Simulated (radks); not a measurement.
Task: Radial electron density D(r) = 4 pi r^2 rho(r) of an atom or ion with 59 electrons. All-electron calculation, scalar-relativistic Kohn-Sham, BLYP, spin-polarised, spherical densities, point nucleus. Program: a radial shooting solver on a logarithmic mesh with Libxc functionals.

```
   r/bohr * D(r) (the largest magnitude, 111, reaches the edge; | marks zero)
 0.001074 | *
 0.001444 |  *
 0.001941 |     *
 0.002609 |        *
 0.003508 |            *
 0.004717 |                  *
 0.006342 |                         *
 0.008526 |                                *
  0.01146 |                                      *
  0.01541 |                                        *
  0.02056 |                                       *
  0.02764 |                                    *
  0.03716 |                                      *
  0.04996 |                                               *
  0.06716 |                                                      *
   0.0903 |                                                *
   0.1214 |                                        *
   0.1632 |                                             *
   0.2195 |                                             *
    0.295 |                           *
   0.3967 |                   *
   0.5333 |                      *
    0.717 |               *
    0.964 |       *
    1.296 |    *
    1.743 |  *
    2.343 |*
     3.15 *
    4.235 *
    5.694 *
```

What is the nuclear charge?

Result: Z = 63. The innermost maximum, from 1s, lies near gamma/Z bohr with gamma = sqrt(1 - (Z/c)^2) = 0.888, here 0.0141 bohr (found: 0.0154), and its height grows with Z. The density is that of the europium ion Eu4+ in [Xe] 4f4.75 6s0.25; the configuration itself is not fixed sharply by these data, and Z only to a few units. D(r) has 4 maxima, at r = 0.0154, 0.0688, 0.192, 0.525 bohr, and minima at 0.0297, 0.126, 0.381 bohr, inside which lie 1.95, 11.15, 29.28 electrons.
